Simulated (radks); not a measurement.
The strontium ion Sr35+, configuration [He] 2s1 (the NIST ground configuration).

All-electron calculation, non-relativistic Kohn-Sham, exchange-only B88, spin-polarised, spherical densities, point nucleus; open shells are filled with parallel spins first (spin-orbit coupling, left out, can overturn this in heavy ions); relativity is left out, which matters for an element this heavy. Program: a radial shooting solver on a logarithmic mesh with Libxc functionals.

Energy parts (eV):
part                  energy
total             -43153.935
kinetic            43153.935
electron-nucleus  -87349.015
Hartree             1774.380
exchange            -733.236

Orbitals (lengths in bohr, moments of r in powers of bohr; r(90%) holds 90 % of the orbital's charge):
| orbital | occ. | eigenvalue (eV) | <1/r> | r(90%) |
|---|---|---|---|---|
| 1s up | 1 | -18567.49 | 37.66 | 0.0710 |
| 1s down | 1 | -18557.53 | 37.66 | 0.0709 |
| 2s up | 1 | -4452.301 | 9.159 | 0.248 |

The highest occupied level is 2s up at -4452.3 eV. Summed over all electrons, <r^2> = 0.03531 bohr^2, which gives a Langevin (diamagnetic) susceptibility term of -0.028 x 10^-6 cm^3/mol. Spin moment in Bohr magnetons: 1. The density falls to 0.001 e/bohr^3 at r = 0.51 bohr. The electron density at the nucleus is 3.635e+04 e/bohr^3. The spin density at the nucleus is 2031 e/bohr^3 (1s 4, 2s 2027). Virial ratio -V/T = 2.00000.
